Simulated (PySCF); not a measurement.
F4Sn, charge -1, doublet, at a GFN2-xTB geometry (such geometries of metal compounds can be far from the true shape) (a state made from the parent by changing its charge; the spin is typed, not shown lowest) (all electrons, no relativity) (in this run its highest filled SCF level lies above zero, so its values depend strongly on the basis, on diffuse functions most of all); B3LYP-D3BJM/STO-3G run with PySCF.

Input for PySCF:
```python
from pyscf import gto, scf, dft

mol = gto.M(
    atom='''
F    -1.143497   -1.783033   -0.875394
Sn    0.000000    0.000000    0.000000
F    -1.368901    1.837705    0.045329
F     0.678881   -0.499713    2.131317
F     1.833517    0.445040   -1.301253
''',
    basis='sto-3g',
    charge=-1,
    spin=1,
    verbose=4,
)

mf = dft.UKS(mol)
mf.xc = 'b3lyp'
mf.disp = 'd3bjm'
mf.kernel()
```

What the program printed (banner, timings and long lists left out):

```
PySCF version 2.14.0

[INPUT] verbose = 4
[INPUT] num. atoms = 5
[INPUT] num. electrons = 87
[INPUT] charge = -1
[INPUT] spin (= nelec alpha-beta = 2S) = 1
[INPUT] symmetry False subgroup None
[INPUT] Mole.unit = angstrom
[INPUT] Symbol           X                Y                Z      unit          X                Y                Z       unit  Magmom
[INPUT]  1 F     -1.143497000000  -1.783033000000  -0.875394000000 AA   -2.160896154262  -3.369444041062  -1.654254911088 Bohr   0.0
[INPUT]  2 Sn     0.000000000000   0.000000000000   0.000000000000 AA    0.000000000000   0.000000000000   0.000000000000 Bohr   0.0
[INPUT]  3 F     -1.368901000000   1.837705000000   0.045329000000 AA   -2.586847981643   3.472759147744   0.085659395500 Bohr   0.0
[INPUT]  4 F      0.678881000000  -0.499713000000   2.131317000000 AA    1.282899161171  -0.944320710885   4.027605414630 Bohr   0.0
[INPUT]  5 F      1.833517000000   0.445040000000  -1.301253000000 AA    3.464844974734   0.841003714476  -2.459011788769 Bohr   0.0

nuclear repulsion = 484.304446127352
number of shells = 23
number of NR pGTOs = 141
number of NR cGTOs = 47
basis = sto-3g
ecp = {}

******** <class 'pyscf.dft.uks.UKS'> ********
method = UKS
initial guess = minao
damping factor = 0
level_shift factor = 0
DIIS = <class 'pyscf.scf.diis.CDIIS'>
diis_start_cycle = 1
diis_space = 8
diis_damp = 0
SCF conv_tol = 1e-09
SCF conv_tol_grad = None
SCF max_cycles = 50
direct_scf = True
direct_scf_tol = 1e-13
number electrons alpha = 44  beta = 43
XC library pyscf.dft.libxc version 7.1.2
    S. Lehtola, C. Steigemann, M. J. T. Oliveira, and M. A. L. Marques,  SoftwareX 7, 1–5 (2018)
XC functionals = b3lyp
    P. J. Stephens, F. J. Devlin, C. F. Chabalowski, and M. J. Frisch,  J. Phys. Chem. 98, 11623 (1994)
radial grids:
    Treutler-Ahlrichs [JCP 102, 346 (1995); DOI:10.1063/1.469408] (M4) radial grids

becke partition: Becke, JCP 88, 2547 (1988); DOI:10.1063/1.454033
pruning grids: <function nwchem_prune>
grids dens level: 3
symmetrized grids: False
atomic radii adjust function: <function treutler_atomic_radii_adjust>
small_rho_cutoff = 0
Set gradient conv threshold to 3.16228e-05
tot grids = 79008
Calc dispersion correction with DFTD3.
Parameters: xc=b3lyp, version=d3bjm, atm=False
init E= -6341.65422806574

cycle= 1 E= -6358.51149175823  delta_E= -16.9  |g|= 0.291  |ddm|= 1.84
cycle= 2 E= -6358.41034268417  delta_E= 0.101  |g|= 0.417  |ddm|= 1.24
cycle= 3 E= -6358.59806712483  delta_E= -0.188  |g|= 0.0267  |ddm|= 0.821
cycle= 4 E= -6358.59926138573  delta_E= -0.00119  |g|= 0.00603  |ddm|= 0.0729
cycle= 5 E= -6358.59946856208  delta_E= -0.000207  |g|= 0.000705  |ddm|= 0.053
cycle= 6 E= -6358.59947134599  delta_E= -2.78e-06  |g|= 0.000171  |ddm|= 0.0069
cycle= 7 E= -6358.59947136297  delta_E= -1.7e-08  |g|= 0.000124  |ddm|= 0.000652
cycle= 8 E= -6358.59947138127  delta_E= -1.83e-08  |g|= 1.78e-06  |ddm|= 0.000281
cycle= 9 E= -6358.5994713813  delta_E= -3.09e-11  |g|= 5.77e-08  |ddm|= 5.59e-06
Extra cycle  E= -6358.5994713813  delta_E=    0  |g|= 1.18e-08  |ddm|= 2.98e-07
converged SCF energy = -6358.5994713813  <S^2> = 0.79457105  2S+1 = 2.0440852
```
